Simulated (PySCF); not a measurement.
A calculated (UHF, PySCF 2.14, jorge-DZP-DKH, the spin-free X2C one-electron Hamiltonian (Gaussian nucleus)) atom or ion has these occupied shells.

| shell | electrons | orbital energy (eV) | rms radius, mean of both spins (bohr) |
| --- | --- | --- | --- |
| 1s α | 1 | -11943.8 | 0.0524 |
| 1s β | 1 | -11943.6 | 0.0524 |
| 2s α | 1 | -1571.3 | 0.219 |
| 2s β | 1 | -1571.3 | 0.219 |
| 2p α | 3 | -1373.5 | 0.196 |
| 2p β | 3 | -1373.2 | 0.196 |
| 3s α | 1 | -224.90 | 0.640 |
| 3s β | 1 | -224.48 | 0.640 |
| 3p α | 3 | -161.34 | 0.667 |
| 3p β | 3 | -160.76 | 0.667 |
| 3d α | 5 | -55.864 | 0.745 |
| 3d β | 5 | -55.561 | 0.745 |
| 4s α | 1 | -22.409 | 2.14 |
| 4s β | 1 | -15.406 | 2.14 |
| 4p α | 3 | -9.871 | 2.66 |

(1) Name the element and its charge.

Answers

(1) As (arsenic, neutral), in [Ar] 3d10 4s2 4p3, high-spin 4S determinant.
